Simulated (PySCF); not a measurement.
Screening by computed properties: pick the candidate that meets the target.

Each SMILES stands for a single optimised conformer of the isolated species (atoms past krypton carry core potentials, spin–orbit coupling is left out). Electronic properties by PySCF.

Dipoles, sizes and rotational constants follow the conformer. The torsions of the flexible species, by atom-mapped SMILES:
- `[CH3:1][CH2:2][CH2:3][SiH2:4][O:5][CH3:6]`: C1–C2–C3–Si4 -178°, C2–C3–Si4–O5 59°, C3–Si4–O5–C6 -177°
- `[CH3:1][CH2:2][CH2:3][CH2:4][O:5][SiH3:6]`: C1–C2–C3–C4 177°, C2–C3–C4–O5 -62°, C3–C4–O5–Si6 172°

Task: Wanted: lowest singlet excitation between 4 eV and 6 eV (TDDFT CAM-B3LYP/def2-SVPD) and smallest rotational constant below 1.2 GHz (PBE0-D3(BJ)/def2-SVP), at PBE0-D3(BJ)/def2-SVP geometries. Which candidate meets both?
A. `C(C)C[SiH2]OC`
B. `CCCCO[SiH3]`
C. `[O]=[Mo](=[O])([F])[F]`
D. `Clc1nsc(Cl)n1`
E. `[SiH3]B([SiH3])[SiH3]`

Result: D. Computed values:
| species | lowest singlet excitation | smallest rotational constant |
| --- | --- | --- |
| [SiH3]B([SiH3])[SiH3] | 3.32 eV | 1.243 GHz |
| [O]=[Mo](=[O])([F])[F] | 4.97 eV | 3.172 GHz |
| Clc1nsc(Cl)n1 | 5.40 eV | 0.729 GHz |
| CCCCO[SiH3] | 7.12 eV | 0.972 GHz |
| C(C)C[SiH2]OC | 7.31 eV | 1.076 GHz |
